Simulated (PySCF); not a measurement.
**Ionising NaSr**

PW91; PySCF, scalar-relativistic core potentials, basis sets Na def2-SVPD, Sr def2-SVPD with ECP28. Neutral (UKS): doublet (σ ↑), Re = 3.855 Å, ωe = 93.2 cm⁻¹, De = 0.33 eV, HOMO -2.73 eV, LUMO -2.24 eV.

NaSr⁻ (UKS): singlet (closed shell), Re = 4.125 Å, ωe = 77.5 cm⁻¹, De = 0.65 eV to Na⁻ + Sr. The energies at the minima are -192.89646 hartree for NaSr and -192.92413 for NaSr⁻.

(1) Work out the adiabatic electron affinity, without and with harmonic zero-point energies (1 hartree = 27.2114 eV, 1 eV = 8065.5 cm⁻¹), and the change of the bond length.

Closed-shell solutions of metal pairs were not tested for spin polarisation, which can lower them a little. Weak bonds: NaSr. Basis-set superposition, not corrected here, can be much of De in a small basis, most of all at correlated wavefunction levels. For an ion De counts to the pair picked by the measured ionisation energies or electron affinities, which need not be the lowest pair at this level. The highest Kohn–Sham level is positive in this anion. Much of that is self-interaction error, but it also means that the finite basis helps to hold the extra electron. States were picked by a PBE0 search and need not be the measured ground states.

Results:

(1) At PW91: 0.02767 hartree = 0.753 eV between the minima; the zero-point term (93.2 − 77.5)/2 cm⁻¹ = +0.001 eV makes it 0.754 eV. Re changes by +27.0 pm against the neutral. The electron enters a σ orbital; the charge polarises the partner, so the anion is bound more strongly.
